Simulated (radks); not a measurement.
Results of a calculation; reference values are marked as such.
Problem. Coherent X-ray form factor from a spherical all-electron density. Code: a radial shooting solver on a logarithmic mesh with Libxc functionals. Model: scalar-relativistic Kohn-Sham, PBE, spin-unpolarised, spherical densities, point nucleus.

| sin(theta)/lambda (1/angstrom) | f0 (electrons) |
|---|---|
| 0.05 | 31.931 |
| 0.1 | 31.728 |
| 0.15 | 31.394 |
| 0.2 | 30.939 |
| 0.25 | 30.375 |
| 0.3 | 29.716 |
| 0.4 | 28.172 |
| 0.5 | 26.436 |
| 0.6 | 24.622 |
| 0.8 | 21.103 |
| 1 | 18.000 |
| 1.25 | 14.757 |
| 1.5 | 12.097 |
| 2 | 8.301 |

The species is in the configuration that NIST lists as its ground one. Which atom or ion scatters so?

Solution. The xenon ion Xe22+, [Ar] 3d10 4s2 4p2. Extrapolating in s^2 from the first two rows gives f0(0) = 32.0, near the electron count 32; among species with that count, the fall with angle is slower the higher Z, and the table is that of Z = 54; from so few rows the species is fixed only to a neighbour or two.
